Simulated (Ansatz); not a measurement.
The first iterations of a band of CH5FSi + H4Si (13 atoms, charge 0, multiplicity 1).

All numbers below come from RKS BHLYP-D4/STO-3G in Ansatz.

```yaml
movable_images: 9
climbing_image: yes
spring: 5.0 eV/Å²
optimiser: quadratic models (default)
start_path: through a guess of the saddle point
force_threshold: 0.05 eV/Å
iteration_limit: 59
end_points: relaxed
```

Image 0:

```xyz
13
Properties=species:S:1:pos:R:3
Si -1.150 -0.823 0.835
F -0.745 -1.850 -0.367
H -2.165 -1.425 1.652
H -1.674 0.384 0.260
C 0.353 -0.430 1.860
H 0.641 -0.337 -1.683
Si 0.676 1.033 -2.096
H 0.095 0.226 2.689
H 0.803 -1.328 2.277
H 1.109 0.075 1.264
H 1.743 1.234 -3.026
H -0.568 1.376 -2.713
H 0.882 1.865 -0.951
```

Image 10:

```xyz
13
Properties=species:S:1:pos:R:3
Si -1.048 0.435 0.477
F 1.466 -2.304 -0.266
H -2.135 -0.463 0.217
H -1.586 1.557 1.190
C 0.232 -0.435 1.517
H 1.506 -1.789 -1.092
Si -0.149 1.106 -1.468
H -0.219 -0.892 2.395
H 0.729 -1.220 0.936
H 0.993 0.260 1.864
H 0.609 0.040 -2.058
H -1.144 1.496 -2.420
H 0.747 2.209 -1.291
```

| iteration | highest image above the first end (eV) | largest band force component (eV/Å) |
| --- | --- | --- |
| 1 | 4.137 | 5.356 |
| 2 | 3.105 | 2.822 |
| 3 | 3.059 | 6.962 |
| 4 | 2.627 | 0.518 |
| 5 | 2.798 | 0.614 |
| 6 | 2.863 | 1.578 |

Q: Does the band converge within its limit, and where does its top end?

A: The forces met the threshold. It ended after 18 iterations with the highest image 2.972 eV above the first end. A structure lower than the first end lies on the path between it and the top, so the climb from that side starts below the end, which may itself be a saddle point or a shallow side well. Neighbouring images differ by up to 2.5 eV, so the band resolves the path poorly. A vibrational analysis at the climbing image gives one clearly imaginary mode, 768i cm⁻¹: a first-order saddle point. The orbitals stay closed-shell, which can raise the energy where a bond breaks towards radicals; this wasn't checked here. Limits of this set-up: minimal basis.

Time of the run: 10 min on 1 thread of Arm Neoverse N1, with other jobs on the host, peak memory 0.12 GiB.
